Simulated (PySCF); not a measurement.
SMILES [SiH3][InH2], B3LYP/def2-SVP optimised geometry.

```
7

In     0.52     0.82     0.00
H      2.26     0.82     0.00
H     -0.30     2.36     0.00
Si    -0.79    -1.44    -0.02
H     -0.61    -2.12    -1.34
H     -2.26    -1.26     0.19
H     -0.28    -2.36     1.04
```

Density from B3LYP/def2-TZVP, def2 effective core potentials past Kr run with PySCF at that geometry. The core electrons that the potentials of In replace are not part of the density.

Minimum of the electron density along straight lines between bonded atoms, close to the bond critical point (lines longer than 1.1 times the sum of covalent radii, or with two minima, are not listed):

```
bond     length / Å  ρ at the minimum / e bohr⁻³  ∇²ρ there / e bohr⁻⁵  position (fraction from the first atom)
-------  ----------  ---------------------------  --------------------  ---------------------------------------
In1–H2        1.746                        0.101                  0.11                                     0.63
In1–H3        1.745                        0.101                  0.11                                     0.63
In1–Si4       2.611                            …                     …                                     0.50
Si4–H5        1.497                        0.117                  0.15                                     0.49
Si4–H6        1.494                        0.118                  0.15                                     0.49
Si4–H7        1.496                        0.117                  0.15                                     0.49
```

Some entries are withheld; supply them.


- In1–Si4, ρ at the minimum / e bohr⁻³: 0.067
- In1–Si4, ∇²ρ there / e bohr⁻⁵: -0.02
